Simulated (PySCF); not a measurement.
Identify the unknown among the candidates.

All candidates are C8H14OP (charge +1).

* 13C NMR: chemical shifts (computed TMS as zero) by class: 201.3 (1 C), 151.3 (1 C), 131.7 (1 C), 39.6 (2 C), 23.9 (2 C), 20.2 (1 C) ppm [GIAO PBE0/pcSseg-1]
* Rotational structure: rotational constants A, B, C: 2.422, 0.659, 0.635 GHz [GFN2-xTB]
* 1H NMR: chemical shifts (computed TMS as zero) by class: 7.04 (1 H), 6.78 (1 H), 5.88 (1 H), 3.17 (2 H), 2.97 (2 H), 2.84 (2 H), 2.82 (2 H), 2.34 (3 H) ppm [GIAO PBE0/pcSseg-1]
* NMR, other nuclei: isotropic shieldings of nuclei other than C and H, by class: -396 (1 O), 322 (1 P) ppm [GIAO PBE0/pcSseg-1]

Gas-phase values; electronic properties from PySCF, density fitting. Levels stand in brackets. The structure is a single GFN2-xTB conformer in the gas phase; no vibrational or solvent corrections. GFN2-xTB frequencies show an imaginary mode (29i cm⁻¹), so this geometry is no minimum at that level. Each NMR value is the plain mean over a class of atoms that symmetry, rotation or inversion makes alike.

Problem. Which candidate is it?
A. `C#CC[P+]1(C)CCOCC1`
B. `O=C1CC[PH+](C2CC2)CC1`
C. `C=C(C)[PH+]1CCC(=O)CC1`

Solution. C. It is `C=C(C)[PH+]1CCC(=O)CC1`. Numbering: `[CH2:1]=[C:2]([CH3:3])[PH+:4]1[CH2:5][CH2:6][C:7](=[O:8])[CH2:9][CH2:10]1`. 8 carbons fall into 6 classes; from least to most shielded: ketone carbonyl carbon [C7] (201.3 ppm), terminal =CH2 carbon [C1] (151.3 ppm), fully substituted alkene carbon [C2] (131.7 ppm), sp3 carbon next to a carbonyl [C6/C9] (39.6 ppm, 2 C), ring sp3 carbon bound to phosphorus [C5/C10] (23.9 ppm, 2 C), allylic carbon [C3] (20.2 ppm). Hydrogen classes from least to most shielded: 1 H on a terminal =CH2 carbon, C1 (7.04 ppm), 1 H on a terminal =CH2 carbon, C1 (6.78 ppm), 1 H on a phosphonium phosphorus, P4 (5.88 ppm), 2 H on 2 like atoms (sp3 carbon next to a carbonyl), C6/C9 (3.17 ppm), 2 H on 2 like atoms (sp3 carbon bound to phosphorus), C5/C10 (2.97 ppm), 2 H on 2 like atoms (sp3 carbon bound to phosphorus), C5/C10 (2.84 ppm), 2 H on 2 like atoms (sp3 carbon next to a carbonyl), C6/C9 (2.82 ppm), 3 H on an allylic carbon, C3 (2.34 ppm, a mean of values up to 0.8 ppm apart in this geometry). The other shieldings belong to: -396 ppm, ketone oxygen [O8]; 322 ppm, phosphonium phosphorus [P4]. By its constants the optimised geometry is an asymmetric top.

The others, at the same levels:
- `O=C1CC[PH+](C2CC2)CC1` fails: it has 5 carbon classes against 6; its computed 13C shifts are 202.3 (1 C), 39.0 (2 C), 25.0 (2 C), 8.4 (2 C), 3.6 (1 C) ppm, 1H shifts are 4.78 (1 H), 3.09 (2 H), 3.06 (2 H), 2.85 (2 H), 2.72 (2 H), 1.85 (2 H), 1.15 (1 H), 1.05 (2 H) ppm and rotational constant A is 2.875 GHz (against 2.422 GHz).
- `C#CC[P+]1(C)CCOCC1` fails: its computed 13C shifts are 89.5 (1 C), 71.4 (1 C), 66.1 (2 C), 27.9 (2 C), 18.5 (1 C), 14.1 (1 C) ppm, 1H shifts are 4.83 (2 H), 3.91 (2 H), 3.19 (2 H), 3.09 (2 H), 2.56 (3 H), 2.51 (2 H), 2.34 (1 H) ppm and rotational constant A is 2.214 GHz (against 2.422 GHz).
